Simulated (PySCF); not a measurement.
CH₁₀FNSi₃. Atoms are numbered in the order given.

```xyz
16

F      2.8728    -0.5447    -1.2169
Si     2.6287    -0.0224     0.3271
C      0.9424     0.7902     0.4097
Si    -0.3694    -0.0662    -0.6671
N     -2.0130     0.4523    -0.3269
Si    -3.1416    -0.2037     0.8427
H      2.6829    -1.2255     1.2245
H      3.7457     0.9260     0.6605
H      1.0156     1.8581     0.1120
H      0.5969     0.7666     1.4670
H     -0.0739     0.2344    -2.1090
H     -0.3107    -1.5442    -0.3991
H     -2.2994     1.3258    -0.7816
H     -2.6465    -1.5747     1.2078
H     -4.5263    -0.2919     0.2555
H     -3.2492     0.6140     2.1084
```

Geometry optimised at PBE-D3(BJ)/def2-SVP. This is a generated structure with no PubChem entry under its InChIKey; it may be hypothetical. Other conformers were not sampled.

The numbers are results of PBE-D3(BJ)/def2-SVP run with PySCF, not measurements.

Frequencies are harmonic and unscaled.

```
mode  ν (cm⁻¹)  IR (km/mol)  moving atoms (share of kinetic energy)
----  --------  -----------  --------------------------------------
1           22          1.6  F 30 %, Si 30 %, H 21 %, N 10 %, C 9 %
2           39          0.2                 Si 62 %, H 17 %, F 14 %
3           50          0.3         H 48 %, F 24 %, C 17 %, Si 10 %
4           56          0.5                         H 73 %, Si 11 %
5          109          0.8         Si 28 %, F 27 %, H 26 %, C 12 %
6          182          1.2                 Si 34 %, H 27 %, N 27 %
7          214          2.3                 Si 41 %, N 26 %, H 23 %
8          298          6.2  Si 44 %, H 23 %, F 15 %, C 10 %, N 8 %
9          356         66.3                          H 82 %, N 16 %
10         451          3.6                         H 83 %, Si 13 %
11         518          2.5                         H 76 %, Si 19 %
12         592          7.7                 H 41 %, Si 39 %, N 12 %
13         627         19.9                 H 42 %, C 36 %, Si 17 %
14         656          7.7                 H 62 %, Si 17 %, C 15 %
15         683         55.2                   H 83 %, Si 9 %, N 8 %
16         712         16.7                                  H 89 %
17         731        116.2                 H 41 %, C 34 %, Si 22 %
18         778        130.4         H 52 %, C 18 %, N 15 %, Si 15 %
19         824          6.6          H 57 %, F 21 %, Si 12 %, N 9 %
20         830         24.9                 H 46 %, F 28 %, Si 15 %
21         849        291.9                          H 83 %, Si 9 %
22         872         84.5                                  H 88 %
23         885        103.7                                  H 93 %
24         907        480.2                 H 64 %, Si 19 %, N 11 %
25         923        100.2                         H 80 %, Si 12 %
26         926         40.0                 H 63 %, N 23 %, Si 11 %
27         929         34.3                                  H 91 %
28         964         69.5                                  H 88 %
29         984         56.9                          H 89 %, Si 9 %
30        1022        161.6                          H 62 %, C 33 %
31        1155        154.2                          H 68 %, N 29 %
32        1325          7.1                           H 92 %, C 8 %
33        2126        151.9                                  H 96 %
34        2152        146.4                                  H 97 %
35        2167         90.9                                  H 98 %
36        2172         85.1                                  H 97 %
37        2177         41.1                                  H 96 %
38        2180         22.7                                  H 96 %
39        2184        272.8                                  H 96 %
40        2982          0.3                                  H 95 %
41        3049          0.3                           H 91 %, C 9 %
42        3499         31.6                                  H 93 %
```
